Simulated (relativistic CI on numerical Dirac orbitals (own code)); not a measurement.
## Se XXVIII: computed level list

These numbers are calculated, not measured: Dirac-Coulomb-Breit CI, separate exchange-only KLI orbitals for each configuration, a model potential for QED, unscaled Slater integrals (own radial code, finite nucleus).

Configuration list (outside the closed core 1s2): 2s²2p³, 2s2p⁴, 2p⁵, 2p⁴3s, 2p⁴3p, 2p⁴3d, 2s²2p²3s, 2s²2p²3p, 2s²2p²3d, 2s2p³3s, 2s2p³3p, 2s2p³3d, 2s²2p²4s, 2s²2p²4p, 2s²2p²4d, 2s²2p²4f. Levels of other configurations are missing.

The lowest level is 2s²2p³ ⁴S°3/2, with 54 % of that term; Hund's rules for 2s²2p³ give ⁴S° with J = 3/2, in agreement.

```tsv
No.	Configuration	Term	J	E (10³ cm⁻¹)	%	Landé g	Lifetime (s)
1	2s²2p³	⁴S°	3/2	0.0	54	1.613	
2	2s²2p³	²D°	3/2	299.5	56	1.266	1.85e-06
3	2s²2p³	²D°	5/2	392.9	100	1.193	1.01e-05
4	2s²2p³	²P°	1/2	515.2	99	0.657	1.30e-06
5	2s²2p³	²P°	3/2	794.3	60	1.237	5.20e-07
6	2s2p⁴	⁴P	5/2	1226.3	91	1.556	3.92e-11
7	2s2p⁴	⁴P	3/2	1438.3	83	1.600	1.64e-11
8	2s2p⁴	⁴P	1/2	1457.2	75	2.490	1.65e-11
9	2s2p⁴	²D	3/2	1719.2	68	1.030	9.28e-12
10	2s2p⁴	²D	5/2	1809.0	90	1.231	1.35e-11
11	2s2p⁴	²S	1/2	1963.0	42	1.567	5.40e-12
12	2s2p⁴	²P	3/2	2045.1	78	1.217	4.12e-12
13	2s2p⁴	²P	1/2	2372.1	59	1.258	4.44e-12
14	2p⁵	²P°	3/2	3093.3	98	1.327	4.72e-12
15	2p⁵	²P°	1/2	3451.1	99	0.657	3.96e-12
16	2s²2p²3s	⁴P	1/2	13332.0	60	2.139	1.60e-13
17	2s²2p²3s	⁴P	3/2	13616.3	90	1.691	2.06e-13
18	2s²2p²3p	⁴D°	1/2	13619.5	47	0.676	1.34e-11
19	2s²2p²3s	²P	1/2	13654.4	72	1.205	9.38e-14
20	2s²2p²3s	⁴P	5/2	13694.6	55	1.418	1.66e-13
21	2s²2p²3s	²D	3/2	13726.3	51	1.060	9.76e-14
22	2s²2p²3p	⁴D°	3/2	13753.8	36	1.345	7.75e-12
23	2s²2p²3p	⁴P°	1/2	13902.2	35	1.600	1.40e-11
24	2s²2p²3p	⁴D°	3/2	13935.7	48	1.171	1.35e-11
25	2s²2p²3p	⁴D°	5/2	13989.2	41	1.190	1.70e-11
26	2s²2p²3p	⁴P°	5/2	14016.3	40	1.427	8.86e-12
27	2s²2p²3p	⁴P°	1/2	14033.4	47	1.918	8.57e-12
28	2s²2p²3s	²D	5/2	14049.4	55	1.371	1.40e-13
29	2s²2p²3p	²D°	3/2	14057.0	52	1.256	2.99e-12
30	2s²2p²3d	⁴F	3/2	14069.7	42	0.772	1.12e-13
```

Energies count from the lowest computed level; ° marks odd parity; lifetimes are radiative, by E1, M1, E2, M2 decay to levels of this space only.

The mean weight of the leading LS term, summed over parents, in these 30 levels is 64 %, and that of the leading jj configuration (from the same eigenvectors) 88 %, so jj coupling describes them better and the LS labels are nominal.

At this charge energies of transitions that change n are usually good to better than 1 %, and those within a shell (Δn = 0) to a few per cent.

LS names give the leading component of a level, which can be under half, so a name can repeat, a term be missing and a line seem to break the LS rules.
